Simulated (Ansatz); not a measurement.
Total energies of B(OMe2)H3 (C₂H₉BO) from Ansatz at PBE-D4/def2-TZVP, gas phase (1 Eh = 27.2114 eV = 2625.5 kJ/mol). The reference geometry is relaxed at PBE-D4/def2-SVP.

Cartesian coordinates in Å:
```
B 0.255 -0.910 1.220
O -0.207 -0.284 -0.237
C 0.898 0.056 -1.092
C -1.183 0.765 -0.129
H 1.536 -0.842 -1.151
H 1.477 0.898 -0.656
H 0.508 0.327 -2.094
H -0.738 1.654 0.368
H -1.547 1.025 -1.143
H -2.004 0.366 0.491
H -0.810 -1.239 1.734
H 0.829 0.025 1.784
H 0.986 -1.843 0.906
```

```
                state   geometry  energy (Eh)
     charge 0 singlet  reference   -181.48295
     charge 1 doublet  reference   -181.11992
free B atom (doublet)          –    -24.61008
free O atom (triplet)          –    -75.00967
free C atom (triplet)          –    -37.79597
free H atom (doublet)          –     -0.49962
```

(1) Work out the vertical ionisation energy to the doublet.

(2) What is the binding energy per atom against free atoms?

(1) E(charge 1 doublet) − E(charge 0 singlet) = -181.11992 − (-181.48295) = 0.36303 Eh = 9.88 eV. For comparison, −ε of the highest occupied level is 6.42 eV at this level, 3.46 eV less.

(2) Atoms: 1 × (-24.61008) + 1 × (-75.00967) + 2 × (-37.79597) + 9 × (-0.49962) = -179.70827 Eh. Binding: -179.70827 − (-181.48295) = 1.77468 Eh = 48.29 eV, or 3.71 eV for each of 13 atoms (no zero-point energy, no counterpoise term).
